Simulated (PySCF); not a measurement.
**Electron correlation in Li⁻ (lithium, charge -1)**

[He] 2s2, closed-shell 1S. Calculation: PySCF 2.14, in aug-cc-pCVTZ-DK; scalar relativity by spin-free X2C-1e. Frozen: 1s2; 2 electrons correlated.

With two correlated electrons CCSD is exact within the correlated space (frozen core and kept virtual orbitals).

| level | correlation energy (mhartree) |
| --- | --- |
| CCSD | -27.15 |

Diagnostics: T1 = 0.053, D1 = 0.0743, largest double amplitude 0.133.

T1 exceeds 0.03, a sign that the reference determinant is poor.

Cost of the coupled-cluster step: roughly 0.9 core-seconds, for 2 correlated electrons.
